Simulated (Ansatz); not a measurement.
Single points on the cluster V₄O₃.

```yaml
crystal:
  periodic: [false, false, false]
  atoms:
    - {symbol: V, position_ang: [-0.376810, -0.711939, 1.114003]}
    - {symbol: V, position_ang: [1.287724, 0.469658, -0.106247]}
    - {symbol: V, position_ang: [-0.952158, 0.408972, -0.902619]}
    - {symbol: V, position_ang: [-0.383192, 1.533901, 0.962547]}
    - {symbol: O, position_ang: [0.624731, 0.455014, -1.791109]}
    - {symbol: O, position_ang: [1.390037, -1.038148, 0.890634]}
    - {symbol: O, position_ang: [-1.590333, -1.117450, -0.167210]}
basis:
  gaussian: {orbitals: def2-TZVP, initial_orbitals: start.molden}
hamiltonian: {xc: r2scan, dispersion: d4}
scf: {omitted_lower_state_checks: [starts]}
output: {orbitals: {seedname: orbitals}}
```

The file start.molden holds the orbitals of an earlier run on this structure, at another level or in another basis.

```sh
$ ansatz run in.yaml --threads 4 --pin off --events-out ev --progress --plain --max-ram 4787MiB
```

Output, abridged:

```
Functional definition: r2SCAN
2189 factors; their error is unknown
mean field evaluation 1: about -108892.4040 eV, gradient 1.0e1 eV
mean field evaluation 2: about -108892.6507 eV, gradient 4.7e-1 eV
mean field evaluation 4: about -108892.6549 eV, gradient 2.4e-1 eV
mean field evaluation 8: about -108892.6550 eV, gradient 1.7e-5 eV
mean field -108892.65498156 eV, -4001.7312604799 hartree, gradient 1.7e-5 eV, S^2 0.000000; 0 other end points of the search recorded, 0 dependent functions left out
reference -108892.65500001 eV, -4001.7312611578 hartree; 58, 58 occupied and 215, 215 virtual orbitals, 2189 factors
Total energy: -108892.71508613 eV, -4001.7334692819 hartree
Checks for a lower state left out: starts
```

It took 16 s on 4 threads of Arm Neoverse V2 on a shared host, peak host memory 0.7 GiB.

First input, but with `hamiltonian: {xc: pbe0, dispersion: d4}` (abridged; 29 s):

```
Functional definition: PBE0
mean field -108865.36546903 eV, -4000.7283893920 hartree, gradient 1.7e-5 eV, S^2 0.000000
Total energy: -108865.61917935 eV, -4000.7377130742 hartree
Checks for a lower state left out: starts
```

As the first input, with `gaussian: {orbitals: def2-SVP, initial_orbitals: start.molden}`, `hamiltonian: {xc: pbe, dispersion: d4}` (abridged; 3.7 s):

```
Functional definition: PBE
mean field -108849.02349535 eV, -4000.1278329362 hartree, gradient 1.2e-5 eV, S^2 0.000000
Total energy: -108849.32209261 eV, -4000.1388061829 hartree
Checks for a lower state left out: starts
```

Geometry: PBE-D4/def2-SVP.

The restricted singlet is unstable towards broken spin symmetry at other levels; at r2SCAN-D4/def2-TZVP, PBE0-D4/def2-TZVP, PBE-D4/def2-SVP this wasn't settled. No other spin state of charge 0 was run. The geometry of the singlet was relaxed on an unsound state (restricted singlet, unstable towards broken spin symmetry at other levels and untested here). Another isomer (singlet) lies 0.05 eV lower at PBE0-D4/def2-TZVP; other spin states weren't run for this one.
